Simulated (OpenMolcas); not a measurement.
Tc3+: moving or changing the point charges

Tc3+ among 6 point charges of -1 e arranged as a tetragonal octahedron (D4h), 1.77 Å from the ion, with the axial distance 2.089 Å.
```
   1.7700    0.0000    0.0000  -1.00
   0.0000    1.7700    0.0000  -1.00
  -1.7700    0.0000    0.0000  -1.00
   0.0000   -1.7700    0.0000  -1.00
   0.0000    0.0000    2.0886  -1.00
   0.0000    0.0000   -2.0886  -1.00
```

```json
{
  "Program": "OpenMolcas",
  "Method": "SS-CASPT2, IPEA 0.25 Eh, imaginary shift 0.1 Eh (closed shells correlated: 4s 4p)",
  "Basis": "ANO-RCC-VDZP [6s5p3d1f]",
  "Scalar Hamiltonian": "DKH2, point nucleus",
  "Active space": "4 electrons in 5 orbitals (4d)",
  "State averaging": "2S+1 = 5 even, 5 roots; 2S+1 = 3 even, 45 roots; 2S+1 = 1 even, 50 roots",
  "Spin-orbit coupling": "state interaction with AMFI integrals over the reference wave functions"
}
```

Runs around this geometry, states (labels of D4, the rotations of D4h). Energies in cm-1 above the lowest state or level, χT in cm3 K/mol.

```tsv
R (Å)	q (e)	Axial / equatorial distance	Ground state	First state of that spin	First gap with spin-orbit (degeneracies)	χT at 300 K	First state of another spin
1.77	-0.5	1.18	5B1	5A1 3880	11 (1, 1)	2.339	3E 15970
1.61	-1	1.18	5B1	5A1 10190	6 (1, 1)	2.765	3E 10090
1.77	-1	1.18	5B1	5A1 7830	6 (1, 1)	2.668	3E 13420
1.85	-1	1.18	5B1	5A1 6890	6 (1, 1)	2.599	3E 14490
1.77	-1	1.27	5B1	5B2 9840	5 (1, 1)	2.673	3E 14860
```

Taking the first state of the same spin as R^-n, n = -ln(6890 / 10190) / ln(1.85 / 1.61) = 2.8 between the shortest and longest distance.

Scaling the charges by -0.5 / -1 = 0.50 scales the first state of the same spin by 3880 / 7830 = 0.50; with fixed orbitals a first-order splitting would follow the charge.

Point charges give a weaker field than real ligands, and real ions of this kind are as a rule low spin; the high spin found here belongs to the model. Free-ion shares, where given, are those of the reference states; single-state CASPT2 does not remix them. This shell can be high or low spin here, a state of another spin lies low, and with metal d orbitals alone active their balance is uncertain, so the ground spin may be wrong (holds for R = 1.61, q = -1, ratio = 1.18; R = 1.77, q = -1, ratio = 1.18; R = 1.85, q = -1, ratio = 1.18; R = 1.77, q = -1, ratio = 1.27). Point charges carry no covalency, so the field is a model and not that of real ligands. No measured value stands beside these numbers.
